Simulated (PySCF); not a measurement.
Job file and geometry (Å, from GFN2-xTB) of an NMR shielding run on `[C@@](C)([SiH3])(CC#N)[SiH2]N`, C4H12N2Si2, PySCF 2.14.0, density-fitted response routines, GIAO PBE0/pcSseg-1 NMR shielding, non-relativistic, gas phase; density fitting, a coarse starting grid and PySCF grid level 2 are the driver's defaults:

```
$ OMP_NUM_THREADS=1 python probes_run.py task.json out

{"job": {"kind": "nmr", "xc": "PBE0", "basis": "pcSseg-1"}, "charge": 0, "multiplicity": 1}
C     -0.479869     0.016993    -1.494347
C     -0.218164     0.150209     0.007772
Si    -1.439852     1.420020     0.750161
C     -0.420923    -1.226016     0.670749
C     -1.743721    -1.745650     0.459381
N     -2.797013    -2.153472     0.274067
Si     1.590422     0.691837     0.323777
N      2.590682    -0.563240    -0.310249
H      0.168242    -0.737542    -1.943525
H     -0.301971     0.963285    -2.002790
H     -1.511375    -0.279563    -1.688545
H     -1.218685     1.486496     2.196108
H     -1.175214     2.726690     0.147015
H     -2.815811     1.019478     0.468306
H     -0.249032    -1.157824     1.748821
H      0.292570    -1.949574     0.261002
H      1.789090     2.025391    -0.260286
H      1.889217     0.699436     1.755875
H      3.573769    -0.538613    -0.093191
H      2.472491    -0.837661    -1.273134
```

Question: Write the output of this run.

Answer: 
```
coarse grid: 17160 points
cycle   1  E = -847.3916183091  dE =  7.084e-01  |g| = 5.958e-01  |ddm| = 4.018e+00
cycle   2  E = -847.2515066045  dE =  1.401e-01  |g| = 1.005e+00  |ddm| = 1.410e+00
cycle   3  E = -847.4663837147  dE = -2.149e-01  |g| = 1.995e-01  |ddm| = 9.265e-01
cycle   4  E = -847.4741889272  dE = -7.805e-03  |g| = 6.464e-02  |ddm| = 1.834e-01
cycle   5  E = -847.4751053689  dE = -9.164e-04  |g| = 1.200e-02  |ddm| = 7.115e-02
cycle   6  E = -847.4751376588  dE = -3.229e-05  |g| = 3.121e-03  |ddm| = 1.383e-02
cycle   7  E = -847.4751399152  dE = -2.256e-06  |g| = 6.206e-04  |ddm| = 3.710e-03
final grid: 155136 points
cycle   8  E = -847.5175834922  dE = -4.306e-05  |g| = 8.799e-03  |ddm| = 3.539e-02
cycle   9  E = -847.5175713838  dE =  1.211e-05  |g| = 1.137e-02  |ddm| = 1.827e-02
cycle  10  E = -847.5176017662  dE = -3.038e-05  |g| = 9.953e-04  |ddm| = 1.070e-02
cycle  11  E = -847.5176019607  dE = -1.944e-07  |g| = 4.003e-04  |ddm| = 1.211e-03
cycle  12  E = -847.5176019863  dE = -2.562e-08  |g| = 2.046e-04  |ddm| = 3.957e-04
cycle  13  E = -847.5176019950  dE = -8.716e-09  |g| = 4.605e-05  |ddm| = 1.640e-04
cycle  14  E = -847.5176019955  dE = -4.788e-10  |g| = 7.535e-06  |ddm| = 5.149e-05
converged SCF energy = -847.5176019955

GIAO shielding tensors (ppm)
atom      isotropic    diamagn.    paramagn.     s11        s22        s33       span
  0 C      168.319     249.519     -81.200    154.532    162.512    187.915     33.383
  1 C      177.503     255.582     -78.079    167.087    177.687    187.735     20.648
  2 Si     412.031     881.916    -469.885    375.730    385.386    474.977     99.248
  3 C      163.335     250.878     -87.543    148.159    162.439    179.408     31.249
  4 C       63.675     260.895    -197.220    -52.772    -47.828    291.624    344.396
  5 N      -36.550     340.944    -377.495   -207.265   -197.729    295.343    502.608
  6 Si     374.004     881.148    -507.144    341.539    366.468    414.005     72.466
  7 N      267.094     317.006     -49.913    240.139    258.593    302.549     62.410
  8 H       30.751      32.862      -2.111     25.691     29.344     37.218     11.526
  9 H       30.513      32.072      -1.559     26.301     27.473     37.764     11.462
 10 H       29.744      32.437      -2.693     25.292     28.458     35.483     10.192
 11 H       27.963      30.303      -2.340     24.391     25.656     33.841      9.450
 12 H       28.040      30.527      -2.487     24.420     26.102     33.598      9.178
 13 H       27.459      30.757      -3.298     23.725     26.544     32.109      8.384
 14 H       29.327      30.510      -1.183     24.080     28.196     35.704     11.624
 15 H       28.763      30.581      -1.819     22.219     29.942     34.127     11.908
 16 H       26.769      30.562      -3.793     22.358     25.809     32.139      9.782
 17 H       27.164      30.559      -3.395     23.598     25.836     32.058      8.459
 18 H       31.600      28.832       2.767     23.600     26.522     44.678     21.078
 19 H       31.751      32.273      -0.521     22.969     30.428     41.857     18.888
```

Question: Turn these shieldings into chemical shifts. Scale: 13C (σref 186.93) and 29Si (σref 349.16) and 1H (σref 31.72) against TMS; NH3 for 15N (σref 267.73) (reference shieldings calculated alike).

Answer: Averaging equivalent atoms: C 4: 123.3; C 3: 23.6; C 0: 18.6; C 1: 9.4; Si 6: -24.8; Si 2: -62.9; N 5: 304.3; N 7: 0.6; H 16: 4.95; H 17: 4.55; H 11/12/13: 3.90; H 15: 2.95; H 14: 2.39; H 8/9/10: 1.38; H 18/19: 0.04 ppm. Experimental scales use liquid or dissolved standards, which lie at an offset from isolated NH3 (liquid NH3: subtract about 20 ppm). Unscaled 15N shifts of sp2 nitrogen come out 20 to 40 ppm too high even then.

Size and cost of the density-fitted run: 210 basis functions, 87 s wall time on 1 thread of an Arm Neoverse N1, shared host; peak memory 1 GiB.
